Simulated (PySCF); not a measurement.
A structure optimised at PBE-D3(BJ)/def2-SVP, used in a PySCF frequency run:

```
Si
Cl 1 2.0582
Cl 1 2.0582 2 108.87
Cl 1 2.0582 2 108.87 3 118.56
I 1 2.4397 2 110.07 3 -120.72
```
Charge 0, spin multiplicity 1.

Task: Write its SMILES, formula and point group.

Result: Cl[Si](Cl)(Cl)I, Cl3ISi, C3v

Task: What are its rotational constants (standard atomic weights)?

Result: 1.2714, 0.63432, 0.63432 GHz
